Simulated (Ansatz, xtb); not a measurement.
Two structures of C2H4Zn+

We compare X, a doublet given by its coordinates, with Y, a doublet given by its coordinates. Both are isolated ions in the gas phase, relaxed with r2SCAN-D4/def2-SVP.

X (Å):

```xyz
7

C    -1.9896    1.2808   -0.5309
C    -2.3421    0.0911    0.0506
Zn   -2.4537   -1.2261   -1.7029
H    -0.9386    1.5575   -0.6742
H    -2.7466    1.9905   -0.8844
H    -1.5782   -0.5204    0.5559
H    -3.3882   -0.0870    0.3455
```

Close contacts (Å): C1–C2 1.37, C2–Zn3 2.20, C1–H4 1.10, C1–H5 1.10, C2–H6 1.10, C2–H7 1.10.

Y (Å):

```xyz
7

C    -0.0495   -0.3973    0.6425
C    -1.0888   -0.4370   -0.3888
Zn    1.7408    0.3044    0.3276
H    -2.0592   -0.5293    0.1431
H    -0.0151   -1.1633    1.4337
H    -1.1371    0.4433   -1.0449
H    -1.0160   -1.3485   -1.0164
```

Close contacts (Å): C1–C2 1.46, C1–Zn3 1.95, C1–H5 1.10, C2–H4 1.11, C2–H6 1.10, C2–H7 1.11.

**Question.** Which of the two would you expect CCSD(T)/def2-SVP electronic energies to favour?

**Answer.** Structure X; the calculation gives E(Y) − E(X) = +33.6 kcal/mol.

Level by level:

```
                       level            geometry  E(Y) − E(X) (kcal/mol)  departure from the last row (kcal/mol)  job, with rough time for the two
                    GFN2-xTB            GFN2-xTB                     +23.1                                   −10.6               optimisation, 0.1 s
                   HF/STO-3G            GFN2-xTB                      −5.7                                   −39.3                single point, 11 s
r2SCAN-D4/def2-SVP//GFN2-xTB            GFN2-xTB                     +27.5                                    −6.1               single point, 9.3 s
          r2SCAN-D4/def2-SVP  r2SCAN-D4/def2-SVP                     +27.0                                    −6.6             optimisation, 2.5 min
                 HF/def2-SVP  r2SCAN-D4/def2-SVP                     +35.6                                    +2.0           part of the CCSD(T) run
                MP2/def2-SVP  r2SCAN-D4/def2-SVP                     +36.1                                    +2.5           part of the CCSD(T) run
            CCSD(T)/def2-SVP  r2SCAN-D4/def2-SVP                     +33.6                                                        single point, 63 s
```

HF/STO-3G puts the two in the other order. The largest departure from CCSD(T)/def2-SVP is that of HF/STO-3G, 39.3 kcal/mol. MP2 in a larger basis moves the difference by +0.1 kcal/mol, a step that isn't added because spin contamination makes open-shell MP2 unreliable in this search.

With harmonic frequencies from r2SCAN-D4/def2-SVP (ideal gas, rigid rotor, one conformer each, 298.15 K, 1 atm): the zero-point term adds −1.0 kcal/mol; ΔH is +32.6 and ΔG +32.7 kcal/mol.

Open shells are spin-unrestricted, with notable spin contamination under HF/STO-3G, HF/def2-SVP, MP2/def2-SVP, CCSD(T)/def2-SVP. The correlated steps freeze 7 core orbitals; the last core shell of Zn is correlated, in a basis made for valence electrons. Mirror images aren't counted in ΔG. Codes used: Ansatz 0.2.0, xtb 6.7.1; the last row on 1 thread of Arm Neoverse V1 on a shared host.
